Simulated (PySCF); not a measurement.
ClCrO₂, charge +1, multiplicity 1. Atoms are numbered in the order given.

```xyz
4

Cr     0.4301    -0.3037     0.0000
O      1.0662     0.3473     1.2444
O      1.0662     0.3473    -1.2444
Cl    -1.6107     0.1019     0.0000
```
Charge +1, spin multiplicity 1.

Geometry: PBE-D3(BJ)/def2-SVP. The spin state was assumed, not searched. The isomer is the one that the SMILES or the coordinates give; other isomers of the formula were not compared.

These are PBE-D3(BJ)/def2-SVP in PySCF values and carry that method's errors.

Frequencies are harmonic and unscaled.

Task: Give all harmonic wavenumbers and intensities. (Estimate from the structure and the level; the computed values follow.)

Result: 
| mode | ν (cm⁻¹) | IR (km/mol) | moving atoms (share of kinetic energy) |
|---|---|---|---|
| 1 | 246 | 0.1 | O 65 %, Cl 21 %, Cr 14 % |
| 2 | 249 | 12.0 | O 53 %, Cr 28 %, Cl 19 % |
| 3 | 414 | 12.4 | O 62 %, Cl 22 %, Cr 15 % |
| 4 | 502 | 18.2 | Cr 40 %, Cl 37 %, O 23 % |
| 5 | 1104 | 43.7 | O 81 %, Cr 19 % |
| 6 | 1104 | 74.0 | O 71 %, Cr 29 % |
